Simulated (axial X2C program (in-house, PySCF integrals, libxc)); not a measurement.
## Which molecule has these constants?

All values come from calculations with an in-house all-electron X2C program for linear molecules (integrals from PySCF), spin-free (one-electron X2C) or two-component (2c: spin–orbit coupling with atomic mean-field Coulomb and Gaunt terms, which also bring small scalar terms), in Dyall basis sets with cores contracted in-house; open shells are unrestricted.

A two-component PBE0 calculation in a Dyall 3-zeta basis gave Re = 2.870 Å, ωe = 132.5 cm⁻¹, De = 0.46 eV, Ω = 0.

Question: Which molecule is it?
A. NaPd⁺
B. LiPd⁺
C. PdH⁺

Answer: A. The others have LiPd⁺ 2.432 Å and 286.3 cm⁻¹ (Ω = 0); PdH⁺ 1.460 Å and 2351.2 cm⁻¹ (Ω = 0).

Each entry is the lowest single determinant of a limited PBE0 search at one distance. De goes to single-determinant-based atoms at the same level (for ions the charge split of lowest energy) and is withheld (n/a) where an atom does not fit its ground term or J level. Main or longest-lived isotopes. The functionals have no current term, which raises determinants with orbital currents.
